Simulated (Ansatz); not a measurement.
Two isomers of CH4SSeSi: A = `C1S[SiH2][Se]1`, B = `[SeH][SiH]1CS1`.

Computed with Ansatz on PBE0-D4/def2-TZVP structures; ΔE is electronic, products minus reactants. CCSD(T)/CBS adds triple-zeta CCSD(T) − MP2 to the extrapolated MP2 energy (def2 sets, frozen cores). Functionals use def2-TZVPP. For Se outer-core shells are correlated without core-valence functions, which leaves a few kJ/mol of doubt a bond. Scalar relativity is left out up to krypton. One conformer a species, not always the lowest.

**Question.** Which is lower in electronic energy at CCSD(T)/CBS, and by how much? (Best estimate.)

**Answer.** Ansatz gave: A, by 2.0 kcal/mol.

**Question.** Give E(B) − E(A) in kcal/mol with CCSD(T)/def2-TZVPP, r2SCAN-D4, CCSD/def2-TZVPP, B2PLYP, HF/def2-TZVPP, MP2/def2-TZVPP, PBE0-D4. (Best estimate.)

**Answer.** The calculation gave: CCSD(T)/def2-TZVPP 2.1, r2SCAN-D4 -1.1, CCSD/def2-TZVPP 2.3, B2PLYP 1.2, HF/def2-TZVPP 3.3, MP2/def2-TZVPP 2.2, PBE0-D4 1.1. The order is the other way round with r2SCAN-D4.

Largest T1 diagnostic: 0.011.

In def2-TZVPP, CCSD(T) changes the Hartree–Fock value by −1.2 kcal/mol (the triples alone add −0.2 kcal/mol) and MP2 by −1.1 kcal/mol. The D4 term adds +0.9 kcal/mol with B3LYP and +0.4 kcal/mol with PBE0; it sums over pairs of atoms, weighted by their polarisabilities, and B3LYP, whose exchange is more repulsive, gets the larger term.

B3LYP here is the variant with VWN-RPA as its local correlation; programs differ in this.
